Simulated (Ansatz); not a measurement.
Molecule: sum formula AlO₂FH₂, net charge 0, singlet state. 
Structure (B3LYP-D3(BJ)/def2-TZVP (Ansatz, a program for electronic structure) minimum search):
```
Al
F 1 1.6426
O 1 1.6866 2 116.70
H 3 0.9568 1 125.62 2 -180.00
O 1 1.6866 2 116.70 3 -180.00
H 5 0.9568 1 125.62 2 180.00
```
Charge 0, spin multiplicity 1.

Dipole moments at this geometry, in debye (magnitudes).

```json
[
 {"level": "SVWN5/def2-TZVPD", "program": "Ansatz", "dipole (D)": "3.63"},
 {"level": "BLYP/def2-TZVPD", "program": "Ansatz", "dipole (D)": "3.53"},
 {"level": "revPBE/def2-TZVPD", "program": "Ansatz", "dipole (D)": "3.48"},
 {"level": "B3LYP/def2-TZVPD", "program": "Ansatz", "dipole (D)": "[?]"},
 {"level": "r2SCANh/def2-TZVPD", "program": "Ansatz", "dipole (D)": "3.63"},
 {"level": "HSE06/def2-TZVPD", "program": "Ansatz", "dipole (D)": "3.63"},
 {"level": "CAM-B3LYP/def2-TZVPD", "program": "Ansatz", "dipole (D)": "3.70"},
 {"level": "wB97X-V/def2-TZVPD", "program": "Ansatz", "dipole (D)": "3.65"},
 {"level": "CCSD(T)/aug-cc-pV(D+d)Z", "program": "Ansatz", "dipole (D)": "[?]"}
]
```

Q: What belongs in the gaps?

A: 
- B3LYP/def2-TZVPD, dipole (D): 3.63
- CCSD(T)/aug-cc-pV(D+d)Z, dipole (D): 3.62
